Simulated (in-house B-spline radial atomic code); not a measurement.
Ionising Ba⁷⁺ with different functionals

Computed with a radial B-spline atomic code at the basis-set limit: scalar-relativistic (spin-free X2C) Hamiltonian, Fermi nucleus of rms radius 4.8378 fm, spin-polarised at highest spin, spherical fractional occupations for the functionals, the average over the highest-spin determinants for Hartree-Fock. The ionisation energy is the difference of two self-consistent energies, [Kr] 4d10 5s2 5p1 → [Kr] 4d10 5s2, without Breit or QED terms; ε is the level of the shell that loses the electron (its least bound occupied spin orbital). There is no spin-orbit coupling in this Hamiltonian.

Hybrids are left out here: with spherical fractional occupations of an open shell their exact exchange keeps a self-interaction that integer-occupation calculations don't have.

```tsv
method	rung	ΔSCF (eV)	-ε(5p) (eV)
Hartree-Fock	Hartree-Fock	98.24	98.44
LDA VWN5	LDA	99.80	93.30
LDA PW92	LDA	99.79	93.29
LDA exchange-only	LDA	98.35	91.91
PBE	GGA	99.27	92.87
PBEsol	GGA	99.35	92.98
BLYP	GGA	99.40	92.88
RPBE	GGA	99.07	92.74
PW91	GGA	99.43	93.02
BP86	GGA	99.48	93.08
AM05	GGA	?	?
OLYP	GGA	?	?
TPSS	meta-GGA	99.01	92.77
SCAN	meta-GGA	99.16	92.99
r2SCAN	meta-GGA	98.99	92.93
revTPSS	meta-GGA	98.94	92.74
```

Question: What does AM05 give?

Answer: ΔSCF 99.35 eV, and -ε(5p) = 92.98 eV.

Question: What does OLYP give?

Answer: ΔSCF 99.10 eV, and -ε(5p) = 92.89 eV.

Question: How do they compare with the NIST value?

Answer: NIST lists 101 eV ± 2.1 (tabulated theory, ground level to ground level). Errors run from -2.76 to -1.20 eV; all lie within about twice that uncertainty, so the table can't rank the methods. Hartree-Fock also lacks correlation.
